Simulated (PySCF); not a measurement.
# C₆ coefficients of unlike pairs at PBE

Calculated with PySCF 2.14 from the dipole response of each species, C₆(A,B) = (3/π) ∫ α_A(iu) α_B(iu) du, in atomic units, from isotropic polarisabilities. For ions this is the dispersion term alone; charge-induced terms of lower order in 1/R come first.

```
species           configuration                                                                            basis     relativity  α (bohr³)  C₆ (like pair)
 Mg(2+)               [Ne] (1S)                                                         dyall-acv3z (20s13p7d4f)           none     0.5132          0.6225
 Re(2+)      [Xe] 4f14 5d5 (6S)  x2c-TZVPPall with one added diffuse shell each of s, p, d, f type (12s8p8d4f1g)  spin-free X2C      12.49           77.86
      B       [He] 2s2 2p1 (2P)                                                           def2-TZVPPD (6s3p3d1f)           none      22.94           111.7
    As+  [Ar] 3d10 4s2 4p2 (3P)                                                           def2-TZVPPD (7s5p5d1f)           none      17.39           105.9
```

Q: Estimate C₆ for As+ with Mg(2+).

A: The integral gives 5.644. The combination rule 2 C_A C_B / (C_A α_B/α_A + C_B α_A/α_B) gives 5.443 and the geometric mean 8.120.

No spin-orbit coupling is included.

The other pairs:

```json
{"pair": "Re(2+), Mg(2+)", "C₆": "5.835"}
{"pair": "As+, B", "C₆": "106.0"}
{"pair": "B, Mg(2+)", "C₆": "4.845"}
{"pair": "As+, Re(2+)", "C₆": "88.10"}
{"pair": "B, Re(2+)", "C₆": "84.50"}
```
